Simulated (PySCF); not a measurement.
# Ir- (iridium, charge -1) across methods

[Xe] 4f14 5d8 6s2, high-spin 3F determinant. Computed with PySCF 2.14 in aug-cc-pVTZ-PP with ECP60MDF, with scalar relativity through the core potential. The B2PLYP total includes its PT2 part (frozen core); its orbital energies are those of the SCF part.

| method | E (hartree) | mean ε 5d α (eV) | mean ε 6s β (eV) | mean ε 5d β (eV) | Σ⟨r²⟩ (bohr²) | ⟨S²⟩ |
| --- | --- | --- | --- | --- | --- | --- |
| PBE | -104.5156 | 0.407 | 0.649 | 1.385 | 76.72 | 2.014 |
| r2SCAN | -104.5180 | 0.177 | 0.543 | 1.304 | 75.02 | 2.021 |
| B2PLYP | -104.2728 | -2.297 | -0.197 | -1.023 | 78.39 | 2.020 |
| wB97X-V | -104.4124 | -3.090 | -1.520 | -2.081 | 75.62 | 2.009 |
| BHandHLYP | -104.3358 | -2.211 | -0.309 | -1.025 | 77.15 | 2.014 |
| M06-L | -104.5277 | 0.267 | 0.980 | 1.448 | 74.55 | 2.023 |
| PBE0 | -104.4612 | -0.946 | 0.165 | 0.184 | 76.19 | 2.016 |
| UHF | -103.62624 | -5.121 | -0.486 | -3.376 | 85.44 | 2.090 |
| LDA | -104.3083 | 0.340 | 0.414 | 1.366 | 75.67 | 2.011 |

Energies and moments cover only the electrons outside the core potential. Spin-orbit coupling, absent here, splits the open shell strongly. The outer electron is barely bound at this level, so radii and moments hang on the diffuse functions.

The highest occupied level is positive at PBE, r2SCAN, M06-L, PBE0, LDA: only the finite basis holds that electron, which in a density functional comes from self-interaction.
